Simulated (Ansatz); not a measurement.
Relaxation of GeAu₂⁻ with UKS r2SCAN-D4/def2-TZVPD.

```sh
$ ansatz run in.yaml --threads 4 --pin off --events-out ev --progress --plain --max-ram 3916MiB
```

```yaml
crystal:
  periodic: [false, false, false]
  atoms:
    - {symbol: Au, position_ang: [2.149430, -0.685670, 1.220130]}
    - {symbol: Au, position_ang: [-0.030150, 0.009170, -0.017770]}
    - {symbol: Ge, position_ang: [-2.119280, 0.676500, -1.202360]}
basis:
  gaussian: {orbitals: def2-TZVPD}
total_charge: -1
magnetization: {spin_polarized: true, initial_magnetization: 1}
hamiltonian: {xc: r2scan, dispersion: d4}
scf: {lower_state_search: "off"}
output: {orbitals: {seedname: orbitals}}
relax: {f_tol: 0.02, max_steps: 100}
```

Run time 22 s (4 threads of AMD EPYC 7B13 on a shared host).

Positions (Å) and forces (eV/Å) at steps 1, 2, 4 of 4:

```xyz
3
step=1 energy=-63910.8153 eV
Au    2.149   -0.686    1.220    0.039   -0.011    0.024
Au   -0.030    0.009   -0.018   -1.086    0.344   -0.620
Ge   -2.119    0.676   -1.202    1.047   -0.333    0.596
3
step=2 energy=-63910.9066 eV
Au    2.103   -0.670    1.195    0.075   -0.024    0.042
Au   -0.083    0.024   -0.050    0.360   -0.115    0.204
Ge   -2.020    0.646   -1.145   -0.435    0.139   -0.247
3
step=4 energy=-63910.9167 eV
Au    2.119   -0.675    1.203    0.000    0.000   -0.001
Au   -0.075    0.022   -0.045    0.000    0.001    0.001
Ge   -2.044    0.653   -1.159    0.000    0.000    0.000
```

In the def2 sets Au takes a core potential; there is no spin–orbit coupling. The relaxation made no stability test and no search for a lower SCF solution. No other spin state of charge -1 was run. Another isomer (doublet) lies 0.82 eV lower at PBE0-D4/def2-TZVPD; other spin states weren't run for this one.
